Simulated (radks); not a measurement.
The numbers below are computed, except where a source is named.
Excited configurations of Ne: one electron is placed in a higher orbital outside [He] 2s2 2p5. The ground configuration is [Ne]. Code: a radial shooting solver on a logarithmic mesh with Libxc functionals. Model: scalar-relativistic Kohn-Sham, PBE, spin-unpolarised, spherical densities, point nucleus. Excitation = E - E(ground); binding = E(ion) - E, where the ion is the core of charge +1; n* = 1/sqrt(2 binding) in atomic units, and the quantum defect is n - n*.

| outer orbital | excitation (eV) | binding (eV) | n* | quantum defect | eigenvalue (eV) |
|---|---|---|---|---|---|
| 4p | 20.928 | 1.547 | 2.966 | 1.034 | -0.890 |
| 5f | 21.854 | 0.621 | 4.679 | 0.321 | -0.365 |
| 6s | 21.735 | 0.740 | 4.288 | 1.712 | -0.485 |
| 6p | 21.853 | 0.622 | 4.678 | 1.322 | -0.406 |
| 7s | 21.962 | 0.513 | 5.150 | 1.850 | -0.346 |

The Delta-SCF ionisation energy is 22.475 eV (NIST Atomic Spectra Database: 21.565 eV, measured). Self-interaction in the functional shifts the binding energies and quantum defects, so they are the method's values and not measured ones. Spin polarisation and multiplet splitting are left out, so open shells lie too high by an amount that depends on their filling.

Beside tabulated values, note that spin-unpolarised runs miss the spin-polarisation part of the exchange energy of open shells.
